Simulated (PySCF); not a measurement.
Be(Me) (CH3Be), SMILES [Be+][CH3], charge +1. Heavy atoms are numbered as in [Be+:1][CH3:2]. Hydrogens are named by the atom that carries them.

Geometry optimised at PBE-D3(BJ)/def2-TZVPD. The spin state was assumed, not searched. The isomer is the one that the SMILES or the coordinates give; other isomers of the formula were not compared.

Level of theory: PySCF with KT2/pcSseg-2.

GIAO shieldings, no solvent; atoms alike by connectivity are averaged. δ = σ(ref) − σ: ¹³C against TMS (σ = 184.2 ppm); ¹H against TMS (σ = 31.47 ppm), references at their B3LYP-D3(BJ)/def2-TZVP geometries, non-relativistic.

Computed chemical shifts:
```csv
nucleus,atoms,count,δ (ppm)
¹³C,C2 (CH3),1,-3.9
¹H,H on C2,3,2.40
```
